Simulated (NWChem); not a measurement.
Program: NWChem. System: germanium monoxide (GeO), charge 0, spin multiplicity 1, at a geometry optimised with PBE0/def2-SVP. Level: MP2/def2-TZVP, 10 core orbitals frozen.

Job file:

```
start mol
memory heap 200 mb stack 900 mb global 1100 mb
geometry units angstroms nocenter noautoz
  Ge     0.000000     0.000000     0.324711
  O      0.000000     0.000000    -1.298846
  symmetry group C2v
end
basis spherical
  * library def2-tzvp
end
scf
  rhf
  nopen 0
  maxiter 100
  thresh 1e-7
  semidirect memsize 60000000 filesize 0
end
mp2
  freeze core 10
end
task mp2 energy
```

Output (cleaned and shortened):

```
             Northwest Computational Chemistry Package (NWChem) 7.3.0
             --------------------------------------------------------

                                NWChem Input Module
                                -------------------

 Scaling coordinates for geometry "geometry" by  1.889725989
 (inverse scale =  0.529177249)

 Turning off AUTOSYM since
 SYMMETRY directive was detected!

                             Geometry "geometry" -> ""
                             -------------------------

 Output coordinates in angstroms (scale by  1.889725989 to convert to a.u.)

  No.       Tag          Charge          X              Y              Z
 ---- ---------------- ---------- -------------- -------------- --------------
    1 Ge                  32.0000     0.00000000     0.00000000     0.32471100
    2 O                    8.0000     0.00000000     0.00000000    -1.29884600

 Effective nuclear repulsion energy (a.u.)      83.4398642881

            Nuclear Dipole moment (a.u.)
            ----------------------------
        X                 Y               Z
 ---------------- ---------------- ----------------
     0.0000000000     0.0000000000    -0.0000302356

      Symmetry information
      --------------------

 Group name             C2v
 Group number             16
 Group order               4
 No. of unique centers     2

      Symmetry unique atoms

     1    2


 Summary of "ao basis" -> "" (spherical)
 ------------------------------------------------------------------------------
       Tag                 Description            Shells   Functions and Types
 ---------------- ------------------------------  ------  ---------------------
 *                         def2-tzvp                  on all atoms

 Summary of "ao basis" -> "ao basis" (spherical)
 ------------------------------------------------------------------------------
       Tag                 Description            Shells   Functions and Types
 ---------------- ------------------------------  ------  ---------------------
 Ge                        def2-tzvp                16       48   6s5p4d1f
[...]
     1   1 0 0      0.000000      0.000000      0.000000
     1   0 1 0     -0.000000      0.000000      0.000000
     1   0 0 1      1.640681      0.000000     -0.000030

     2   2 0 0    -14.881156      0.000000      0.000000
     2   1 1 0     -0.000000      0.000000      0.000000
     2   1 0 1     -0.000000      0.000000      0.000000
     2   0 2 0    -14.881156      0.000000      0.000000
     2   0 1 1      0.000000      0.000000      0.000000
     2   0 0 2    -21.005200      0.000000     60.243851

                   NWChem MP2 Semi-direct Energy/Gradient Module
                   ---------------------------------------------

  Basis functions       =     79
  Molecular orbitals    =     79
  Frozen core           =     10
  Frozen virtuals       =      0
  Active alpha occupied =     10
  Active beta occupied  =     10
  Active alpha virtual  =     59
  Active beta virtual   =     59
  Use MO symmetry       = T
  Use skeleton AO sym   = T

  AO/Fock/Back tols     =   1.0D-09  1.0D-09  1.0D-09

 GA uses MA = F    GA memory limited = T

 Available:
  local mem=  1.26D+08
 global mem=  1.44D+08
 local disk=  0.00D+00
  mp2_memr nvloc                    59
  nvloc new                    59
   1 passes of  10:        4194304                      42219                   6321627.
   1 passes of  10: M    126148683           G      144166718           F     121954379.

 Semi-direct pass number   1 of   1  for RHF alpha+beta  at        2.3s
  vrange nnbf                  3146
  mp2_eaftype                    24  avail_ma_in_mb                  1099
 EAF : mp2_eaftype filesize          24    3160813.
  mp2_eaf for mointskh                     24
Node 0 wrote     14.8 Mb in      0.0 s     Agg I/O rate:  1459.6 Mb/s
 Done moints_semi at        6.5s
  mp2_eaftype                    24  avail_ma_in_mb                  1075
 EAF : mp2_eaftype filesize          24    3160813.
  mp2_eaf for kh                    24
 Done maket at        6.6s
 Done multipass loop at        6.6s

          -------------------------------------------
          SCF energy               -2150.252124076216
          Correlation energy          -0.476819541528
          Singlet pairs               -0.269091847013
          Triplet pairs               -0.207727694514
          Total MP2 energy         -2150.728943617743
          -------------------------------------------

          ---------------------------------------------------
                    Spin Component Scaled (SCS) MP2
          Same spin pairs                     -0.138485129676
          Same spin scaling factor             0.333333333333
          Opposite spin pairs                 -0.338334411852
          Opposite spin scaling fact.          1.200000000000
          SCS-MP2 correlation energy          -0.452163004114
          Total SCS-MP2 energy             -2150.704287080330
          ---------------------------------------------------

 -----------------------
 Performance information
 -----------------------

 Timer overhead =  2.14D-07 seconds/call

               Nr. of calls         CPU time (s)                 Wall time (s)                GFlops
             ---------------    -------------------     ------------------------------   -------------------
Name         Min   Avg   Max    Min     Avg     Max     Min     Avg     Max   Mx/calls   Min     Max     Sum
mp2: moin     1     1     1    4.2     4.2     4.2      4.2     4.2     4.2     4.2      0.0     0.0     0.0
mp2: make     1     1     1   0.12    0.12    0.12     0.12    0.12    0.12    0.12      0.0     0.0     0.0
mp2: tota     1     1     1    4.4     4.4     4.4      4.4     4.4     4.4     4.4      0.0     0.0     0.0

 The average no. of pstat calls per process was 3.00D+00
 with a timing overhead of 6.42D-07s

 Task  times  cpu:        6.6s     wall:        6.6s

 Total times  cpu:        6.6s     wall:        6.6s
```
